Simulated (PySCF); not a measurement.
## How methods differ on the excitation energy of Ir

Ir [Xe] 4f14 5d7 6s2 (4F) → Ir [Xe] 4f14 5d8 6s1 (4F), as a difference of total energies. Calculation: PySCF 2.14, in ANO-RCC-VTZP (8s7p5d3f1g, 84 functions); scalar relativity by spin-free X2C-1e. Correlated levels: valence: [Xe] 4f14 frozen; valence and next inner shell: [Kr] 4d10 4f14 frozen. The calculations carry no spin-orbit coupling.

```json
{"method": "UHF", "excitation energy (eV)": "0.217"}
{"method": "LDA", "excitation energy (eV)": "-0.047"}
{"method": "PBE", "excitation energy (eV)": "-0.046"}
{"method": "PBE0", "excitation energy (eV)": "-0.068"}
{"method": "r2SCAN", "excitation energy (eV)": "0.009"}
{"method": "MP2 (valence)", "excitation energy (eV)": "-0.003"}
{"method": "SCS-MP2 (valence)", "excitation energy (eV)": "0.074"}
{"method": "MP2 (valence and next inner shell)", "excitation energy (eV)": "0.098"}
{"method": "SCS-MP2 (valence and next inner shell)", "excitation energy (eV)": "0.219"}
```

Question: How much does correlation contribute at MP2 (valence and next inner shell)?

Answer: 0.098 − (0.217) = -0.119 eV, measured against UHF.

Errors of the correlated levels include the incompleteness of this basis and the frozen core.

For comparison: 0.138 eV (measured; NIST levels, between the centres of gravity of the two terms).
